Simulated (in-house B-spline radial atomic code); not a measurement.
Configurations of Sr2+, with energies counted from [Ar] 3d10 4s2 4p6. All numbers are computed (scalar-relativistic (X2C) B3LYP, spin-polarised, spherical fractional occupations; Fermi nucleus of rms radius 4.224 fm) with an all-electron radial atomic-structure program (B-spline basis), not measured. Caution: exact exchange at fractional occupations of open shells leaves self-interaction of up to several eV. Shells without spins written out take the highest spin.

Occupations are held fixed; configurations that lie above the ionisation limit could autoionise.

```csv
configuration,E - E(ref) (eV),highest orbital,its <r> (bohr)
"[Ar] 3d10 4s2 4p(3 up, 2 down) 5s(1 up, 0 down)",24.733,5s up,3.345
[Ar] 3d10 4s2 4p5 5p1,29.242,5p up,3.969
"[Ar] 3d10 4s(0 up, 1 down) 4p6 4d(0 up, 1 down)",43.199,4d down,2.308
[Ar] 3d10 4s1 4p6 5s1,43.356,5s up,3.33
[Ar] 3d10 4s1 4p6 5f1,57.432,5f up,9.39
[Ne] 3s2 3p5 3d10 4s2 4p6 5f1,285.95,5f up,9.415
```

(1) Order these further configurations by energy, lowest first.
A. [Ar] 3d9 4s2 4p6 4d1
B. [Ne] 3s2 3p5 3d10 4s2 4p6 5d1
C. [Ar] 3d10 4s2 4p(3 up, 2 down) 5f(0 up, 1 down)
D. [Ar] 3d10 4s2 4p5 5f1
E. [Ar] 3d10 4s2 4p(3 up, 2 down) 4f(0 up, 1 down)

(2) How far above the reference does [Ar] 3d9 4s2 4p6 5f1 lie?

(3) How far above the reference does [Ar] 3d10 4s2 4p5 4f1 lie?

Results:

(1) E (36.236 eV), D (38.71 eV), C (38.743 eV), A (141.53 eV), B (281.68 eV).

(2) 156.21 eV; its least bound orbital is 5f up with <r> = 9.416 bohr.

(3) 36.205 eV; its least bound orbital is 4f up with <r> = 5.503 bohr.
